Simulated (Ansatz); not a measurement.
C$_{6}$H$_{15}$As (`CC[As](C)C(C)C`). Charge 0, multiplicity 1. The structure was optimised at the PBE0-D4/def2-TZVP level. It is one conformer, not always the lowest.

```xyz
22

C     1.877   -2.398    0.286
C     0.742   -1.578   -0.302
As    0.132   -0.147    0.916
C     1.696    1.026    0.701
C    -1.072    0.785   -0.360
C    -2.313   -0.055   -0.610
C    -1.435    2.160    0.173
H     1.593   -2.840    1.244
H     2.769   -1.789    0.457
H     2.165   -3.213   -0.384
H    -0.123   -2.216   -0.496
H     1.034   -1.123   -1.254
H     1.525    1.967    1.225
H     1.897    1.229   -0.354
H     2.568    0.548    1.148
H    -0.510    0.894   -1.295
H    -2.863   -0.229    0.320
H    -2.992    0.454   -1.302
H    -2.074   -1.029   -1.043
H    -0.558    2.798    0.301
H    -2.119    2.672   -0.512
H    -1.938    2.085    1.143
```

What is the dipole moment at B3LYP/def2-TZVPP? (Estimate.)

Ansatz gave: 1.04 D, with components (0.25, 0.17, -0.99) D in this frame, pointing from negative to positive charge.

And with PBE, r2SCAN, ωB97M-V? (Best estimate.)

Ansatz gave: PBE 1.07 D, r2SCAN 1.15 D, ωB97M-V 1.07 D.

Give the Mulliken charges with B3LYP, r2SCAN, ωB97M-V in def2-TZVPP. (An estimate is asked.)

Computed: 
```tsv
atom	B3LYP	r2SCAN	ωB97M-V
C1	-0.26	-0.16	-0.32
C2	-0.24	-0.16	-0.32
As3	0.26	0.21	0.24
C4	-0.44	-0.35	-0.50
C5	-0.07	0.01	-0.20
C6	-0.28	-0.18	-0.32
C7	-0.28	-0.18	-0.32
H8	0.08	0.05	0.11
H9	0.08	0.05	0.10
H10	0.08	0.04	0.11
H11	0.09	0.06	0.13
H12	0.08	0.05	0.12
H13	0.12	0.09	0.14
H14	0.10	0.08	0.13
H15	0.11	0.09	0.14
H16	0.06	0.02	0.11
H17	0.08	0.05	0.12
H18	0.08	0.04	0.10
H19	0.09	0.05	0.11
H20	0.09	0.05	0.11
H21	0.08	0.04	0.10
H22	0.08	0.05	0.12
```

B3LYP here is the variant with VWN-RPA as its local correlation; programs differ in this.
